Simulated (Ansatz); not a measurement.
Reaction (redistribution): `C=C([SeH])[SiH2]F` + `NB(O)CO` → `NB(O)[SiH2]F` + `C=C([SeH])CO`

Isolated molecules relaxed with PBE0-D4/def2-TZVP in Ansatz; ΔE leaves out vibrations. CBS: MP2 limit from def2 TZ/QZ plus the TZ coupled-cluster correction, frozen cores. Functionals use def2-TZVPP. B3LYP here is the variant with VWN-RPA as its local correlation; programs differ in this. For Se outer-core shells are correlated without core-valence functions, which leaves a few kJ/mol of doubt a bond. Scalar relativity is left out up to krypton. One conformer a species, not always the lowest.

Question: Is it downhill or uphill in electronic energy at CCSD(T)/CBS, and by how much? (Estimate.)

Answer: The calculation gave: Uphill: ΔE = +11.6 kcal/mol.

Question: What do these levels give: r2SCAN-D4, ωB97X-V, B2PLYP, PBE, r2SCAN, PBE0, B3LYP, MP2/def2-TZVPP, MP2/def2-QZVPP, SCS-MP2/def2-QZVPP, HF/CBS(def2), CCSD/CBS(def2)? (An estimate is asked.)

Answer: Computed: r2SCAN-D4 11.1, ωB97X-V 10.3, B2PLYP 11.4, PBE 9.1, r2SCAN 11.1, PBE0 10.0, B3LYP 10.9, MP2/def2-TZVPP 11.9, MP2/def2-QZVPP 12.2, SCS-MP2/def2-QZVPP 11.8, HF/CBS(def2) 12.6, CCSD/CBS(def2) 11.8 kcal/mol.

Largest T1 diagnostic among the species: 0.013.

From PBE to PBE0 (25 % exact exchange), in def2-TZVPP and without D4, ΔE moves by +0.9 kcal/mol.
